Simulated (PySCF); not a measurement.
## Static response to an electric field

(ClGaS)3 ring, Cl₃Ga₃S₃.
Geometry (PBE0-D3(BJ)/def2-SVP, Å), atoms numbered from 1 in this order:
```
atom  x, y, z in Å
Ga1   -1.5788   -0.3453    1.1864
Cl2   -3.3489   -0.7014    2.3241
S3    -0.4577   -2.1724    0.7326
Ga4    1.1041   -1.5618   -0.6802
Cl5    2.0801   -3.2160   -1.6109
S6     1.9127    0.3803   -1.2950
Ga7    0.5590    1.8882   -0.4575
Cl8    1.1402    3.8802   -0.9596
S9    -1.2779    1.7788    0.7345
```

Level: CAM-B3LYP/def2-SVPD (PySCF), static field, nuclei fixed, core orbitals frozen in the response. The polarisability tensor in these axes (au):

```
x   183.12  -1.97 -48.74
y    -1.97 218.34  -3.54
z   -48.74  -3.54 150.26
```

**Question.** What are the eigenvalues, a third of the trace, and Δα (Δα² = ½Σ(αi − αj)² over the three pairs)?

**Answer.** Principal values 115.10, 217.82 and 218.81 au; mean 183.91 au = 27.25 Å³ = 30.32 × 10⁻⁴⁰ C²·m²/J; Δα = 103.22 au (56 % of the mean).

**Question.** What is the dipole moment, and where does it point?

**Answer.** (0.14, 0.01, 0.20) D, 0.24 D in size, pointing from the negative to the positive side. Measured along this direction, the outermost atoms are Cl5 at the negative end and S3 at the positive end.

**Question.** In TDDFT the mean static polarisability is Σ f/ω² over all singlet excitations (ω in hartree). How much of it do the 15 lowest give? Their energies (eV) and oscillator strengths: 5.40, 0.0006; 5.41, 0.0001; 5.69, 0.0006; 5.75, 0.0007; 5.80, 0.0289; 5.90, 0.0039; 5.93, 0.0032; 5.98, 0.0023; 6.00, 0.0009; 6.10, 0.0001; 6.13, 0.0042; 6.24, 0.0029; 6.27, 0.0462; 6.30, 0.1908; 6.32, 0.2678.

**Answer.** They add up to 10.44 au, 5.7 % of the 183.91 au; the largest single term is 4.97 au, from the state at 6.32 eV. Terms in order: 0.02, 0.00, 0.01, 0.02, 0.64, 0.08, 0.07, 0.05, 0.02, 0.00, 0.08, 0.05, 0.87, 3.56, 4.97 au. Higher excitations give the rest. The strengths listed sum to 0.553.

**Question.** What would n − 1 = 2πNα be for an ideal gas of these molecules at 500 K and 1 atm, electronic part alone?

**Answer.** N = p/kT = 1.4678 × 10¹⁹ cm⁻³, so n − 1 = 2π × N × 27.25 × 10⁻²⁴ cm³ = 2513 × 10⁻⁶ at long wavelengths.

**Question.** Rayleigh depolarisation ratio (linearly polarised light, static tensor)?

**Answer.** ρ = 3Δα²/(45ᾱ² + 4Δα²) = 31964.4/(1522019 + 42619.2) = 0.0204.

**Question.** What molar refraction does this α imply?

**Answer.** Lorentz–Lorenz: R = (4π/3)N_A α = 2.5225 cm³/(mol·Å³) × 27.25 Å³ = 68.7 cm³/mol, in the limit of long wavelengths.

One conformer (not necessarily the lowest) at the PBE0-D3(BJ)/def2-SVP geometry, without solvent, vibrations or thermal averaging. The calculation is non-relativistic, for gallium too.
